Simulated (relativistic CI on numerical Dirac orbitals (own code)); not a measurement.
Calculated levels, Lu⁶⁺

These numbers are calculated, not measured: Dirac-Coulomb-Breit CI, KLI orbitals optimised for each configuration, a model potential for QED, unscaled Slater integrals (own radial code, finite nucleus).

Configuration list (outside the closed core [Kr] 4d10): 4f¹³5s²5p⁴, 4f¹²5s²5p⁵, 4f¹¹5s²5p⁵5d, 4f¹²5s5p⁶, 4f¹⁴5s²5p³, 4f¹³5s5p⁵, 4f¹³5s²5p³5d, 4f¹²5s²5p⁴5d, 4f¹¹5s²5p⁵6s, 4f¹²5s²5p⁴6s, 4f¹⁴5s²5p²5d, 4f¹³5s²5p³5f, 4f¹³5s²5p³6p, 4f¹⁴5p⁵, 4f¹¹5s²5p⁶, 4f¹⁰5s²5p⁶5d, 4f¹⁰5s²5p⁶6s, 4f¹³5p⁶, 4f¹²5p⁶5d, 4f¹²5p⁶6s, 4f¹⁴5s5p³6s, 4f¹⁴5s5p²5d6s. Double excitations out of closed p, d and f shells are left out; levels of such configurations are missing from the list, as are those of other unlisted configurations, and high levels can miss mixing partners.

The lowest level is 4f¹¹5s²5p⁶ ⁴I°15/2, with 97 % of that term; Hund's rules for 4f¹¹5s²5p⁶ give ⁴I° with J = 15/2, in agreement.

| No. | Configuration | Term | J | E (cm⁻¹) | % | Next component (%) | jj configuration (%) |
| --- | --- | --- | --- | --- | --- | --- | --- |
| 1 | 4f¹¹5s²5p⁶ | ⁴I° | 15/2 | 0.0 | 97 | 3 ²K° | 4f7/2^5 (77) |
| 2 | 4f¹¹5s²5p⁶ | ⁴I° | 13/2 | 10158.9 | 99 | 1 ²K° | 4f5/2^5 4f7/2^6 (92) |
| 3 | 4f¹¹5s²5p⁶ | ⁴I° | 11/2 | 15455.5 | 78 | 20 ²H° | 4f5/2^4 4f7/2^7 (38) |
| 4 | 4f¹¹5s²5p⁶ | ⁴I° | 9/2 | 18538.3 | 48 | 25 ²H° | 4f7/2^5 (53) |
| 5 | 4f¹¹5s²5p⁶ | ⁴F° | 9/2 | 24018.6 | 53 | 28 ⁴I° | 4f5/2^5 4f7/2^6 (43) |
| 6 | 4f¹¹5s²5p⁶ | ²H° | 11/2 | 29075.3 | 58 | 22 ⁴G° | 4f7/2^5 (45) |
| 7 | 4f¹¹5s²5p⁶ | ⁴S° | 3/2 | 29176.8 | 61 | 21 ²P° | 4f7/2^5 (68) |
| 8 | 4f¹¹5s²5p⁶ | ⁴F° | 7/2 | 32664.5 | 88 | 11 ²G° | 4f5/2^5 4f7/2^6 (89) |
| 9 | 4f¹¹5s²5p⁶ | ⁴F° | 5/2 | 35260.9 | 82 | 17 ²D° | 4f5/2^5 4f7/2^6 (53) |
| 10 | 4f¹¹5s²5p⁶ | ⁴F° | 3/2 | 35540.0 | 55 | 23 ²D° | 4f5/2^5 4f7/2^6 (78) |
| 11 | 4f¹¹5s²5p⁶ | ⁴F° | 9/2 | 37051.7 | 31 | 27 ²G° | 4f5/2^5 4f7/2^6 (47) |
| 12 | 4f¹¹5s²5p⁶ | ²K° | 15/2 | 40305.1 | 91 | 5 ²L° | 4f5/2^5 4f7/2^6 (63) |
| 13 | 4f¹¹5s²5p⁶ | ⁴G° | 11/2 | 41405.3 | 73 | 25 ²H° | 4f5/2^5 4f7/2^6 (63) |
| 14 | 4f¹¹5s²5p⁶ | ²G° | 7/2 | 42793.0 | 63 | 24 ⁴G° | 4f5/2^4 4f7/2^7 (39) |
| 15 | 4f¹¹5s²5p⁶ | ⁴G° | 9/2 | 43733.4 | 75 | 15 ²H° | 4f5/2^5 4f7/2^6 (77) |
| 16 | 4f¹¹5s²5p⁶ | ²K° | 13/2 | 48465.9 | 91 | 9 ²I° | 4f5/2^5 4f7/2^6 (56) |
| 17 | 4f¹¹5s²5p⁶ | ²P° | 3/2 | 48869.6 | 33 | 30 ⁴F° | 4f5/2^4 4f7/2^7 (64) |
| 18 | 4f¹¹5s²5p⁶ | ²P° | 1/2 | 50892.8 | 94 | 6 ⁴D° | 4f5/2^5 4f7/2^6 (90) |
| 19 | 4f¹¹5s²5p⁶ | ⁴G° | 7/2 | 53165.9 | 70 | 26 ²G° | 4f5/2^4 4f7/2^7 (91) |
| 20 | 4f¹¹5s²5p⁶ | ⁴G° | 5/2 | 53172.7 | 65 | 25 ²D° | 4f5/2^5 4f7/2^6 (66) |
| 21 | 4f¹¹5s²5p⁶ | ²D° | 5/2 | 54085.5 | 55 | 24 ⁴G° | 4f5/2^4 4f7/2^7 (71) |
| 22 | 4f¹¹5s²5p⁶ | ²G° | 9/2 | 54986.3 | 36 | 35 ²H° | 4f5/2^3 4f7/2^8 (59) |
| 23 | 4f¹¹5s²5p⁶ | ²D° | 5/2 | 60776.0 | 50 | 45 ⁴D° | 4f5/2^5 4f7/2^6 (50) |
| 24 | 4f¹¹5s²5p⁶ | ²I° | 11/2 | 61911.4 | 69 | 29 ²H° | 4f5/2^5 4f7/2^6 (82) |
| 25 | 4f¹¹5s²5p⁶ | ²L° | 17/2 | 62295.7 | 100 |  | 4f5/2^5 4f7/2^6 (100) |
| 26 | 4f¹¹5s²5p⁶ | ⁴D° | 7/2 | 63526.5 | 92 | 6 ²F° | 4f5/2^5 4f7/2^6 (62) |
| 27 | 4f¹¹5s²5p⁶ | ²D° | 3/2 | 64996.8 | 47 | 40 ²P° | 4f5/2^4 4f7/2^7 (53) |
| 28 | 4f¹¹5s²5p⁶ | ²I° | 13/2 | 65397.1 | 91 | 9 ²K° | 4f5/2^5 4f7/2^6 (52) |
| 29 | 4f¹¹5s²5p⁶ | ⁴D° | 3/2 | 68242.0 | 69 | 26 ²D° | 4f5/2^5 4f7/2^6 (74) |
| 30 | 4f¹¹5s²5p⁶ | ²L° | 15/2 | 71903.2 | 95 | 5 ²K° | 4f5/2^4 4f7/2^7 (84) |

Energies count from the lowest computed level; ° marks odd parity. Filled j subshells are mostly left out of the jj labels.

The mean weight of the leading LS term, summed over parents, in these 30 levels is 70 %, and that of the leading jj configuration (from the same eigenvectors) 66 %.

At this charge configurations can still be misplaced by up to about 7 % of their energy. Terms inside the open d or f shell come out 10 to 20 % too wide with unscaled integrals. Levels and lines within the n = 5 or 6 shells can be off by up to 10 % or somewhat more, and those that change n by about 2 %, since core polarisation is missing. Levels that differ in their count of f electrons can be misplaced by several ten thousand cm⁻¹, since the correlation energy of f electrons is missing or only estimated; rates across such gaps can be off by orders of magnitude. The computed lowest level isn't the tabulated ground level, which NIST ASD gives as 4f13 5p4 °.

LS names give the leading component of a level, which can be under half, so a name can repeat, a term be missing and a line seem to break the LS rules.
